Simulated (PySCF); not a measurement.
Species: 4-propylpyridine, C₈H₁₁N.
Cartesian coordinates in Å at the PBE0-D3(BJ)/def2-SVP level; atoms count from 1:
```
atom  x, y, z in Å
C1    -3.177   -0.266   -0.105
C2    -1.702   -0.376   -0.454
C3    -0.793    0.300    0.574
C4     0.661    0.187    0.219
C5     1.294    1.137   -0.588
C6     2.634    0.961   -0.930
N7     3.367   -0.075   -0.531
C8     2.768   -0.982    0.237
C9     1.435   -0.900    0.635
H10   -3.496    0.786   -0.041
H11   -3.395   -0.736    0.867
H12   -3.807   -0.759   -0.861
H13   -1.513    0.069   -1.445
H14   -1.412   -1.437   -0.544
H15   -0.967   -0.151    1.566
H16   -1.070    1.364    0.659
H17    0.748    2.014   -0.946
H18    3.139    1.703   -1.559
H19    3.384   -1.829    0.562
H20    1.004   -1.677    1.271
```

Level: wB97X-D/def2-SVPD in PySCF, non-relativistic, on one gas-phase PBE0-D3(BJ)/def2-SVP geometry that isn't relaxed in the solvent. The solvent is an IEF-PCM continuum (cavity from Bondi-type radii × 1.2), and excitations are vertical TDDFT with non-equilibrium linear response and a frozen core. The model holds no explicit solvent molecules, cavitation or dispersion.

Gas-phase singlets (H = HOMO, L = LUMO):

| state | E (eV) | λ (nm) | f | leading configurations |
| --- | --- | --- | --- | --- |
| S1 | 5.121 | 242 | 0.005 | H→L 97% |
| S2 | 5.352 | 232 | 0.000 | H→L+1 99% |
| S3 | 5.594 | 222 | 0.027 | H-1→L 68%, H-2→L+1 30% |
| S4 | 6.335 | 196 | 0.001 | H-1→L+1 52%, H-2→L 46% |
| S5 | 7.170 | 173 | 0.370 | H-2→L+1 66%, H-1→L 29% |

Task: What are the lowest 5 singlets in acetone (ε = 20.49)?

Result: 
```tsv
state	E (eV)	λ (nm)	f	leading configurations	change by rank (eV)
S1	5.325	233	0.006	H-1→L 97%	+0.204
S2	5.581	222	0.044	H→L 72%, H-2→L+1 25%	+0.229
S3	5.612	221	0.000	H-1→L+1 97%	+0.018
S4	6.292	197	0.003	H→L+1 50%, H-2→L 47%	-0.043
S5	7.028	176	0.993	H-2→L 48%, H→L+1 47%	-0.142
```

Task: How do the frontier levels move from gas to acetone?

Result: 
```csv
orbital,gas (eV),solvent (eV),change (eV),"Löwdin shares, gas","Löwdin shares, solvent"
LUMO+2,2.28,2.51,+0.23,"C1 16 %, C2 11 %, C3 9 %, H17 6 %","C6 11 %, C8 11 %, C9 8 %, C5 8 %"
LUMO+1,1.31,1.28,-0.03,"C6 18 %, C8 18 %, C9 18 %, C5 18 %","C9 18 %, C5 18 %, C6 18 %, C8 18 %"
LUMO,1.02,0.96,-0.06,"C4 24 %, N7 21 %, C8 11 %, C6 11 %","C4 24 %, N7 22 %, C8 11 %, C6 11 %"
HOMO,-9.23,-9.38,-0.15,"N7 59 %, C6 11 %, C8 11 %, C9 5 %","C8 20 %, C6 20 %, C5 20 %, C9 20 %"
HOMO-1,-9.34,-9.52,-0.18,"C5 20 %, C9 20 %, C8 20 %, C6 20 %","N7 56 %, C6 11 %, C8 11 %, C5 6 %"
HOMO-2,-9.70,-9.74,-0.04,"C4 23 %, N7 21 %, C9 13 %, C5 13 %","C4 22 %, N7 20 %, C9 13 %, C5 13 %"
HOMO-3,-11.35,-11.06,+0.29,"C2 24 %, C3 14 %, C1 11 %, H13 10 %","C2 25 %, C3 14 %, C1 12 %, H13 10 %"
```

The HOMO–LUMO gap goes from 10.25 to 10.34 eV. Rows go by rank; for HOMO-1, HOMO and LUMO+2 the atom shares or the degeneracy differ between the runs, so the row needn't follow one orbital.

Rough CPU time on one thread of a shared machine: about 2.7 min. This is the whole response run at wB97X-D/def2-SVPD in acetone, SCF included.
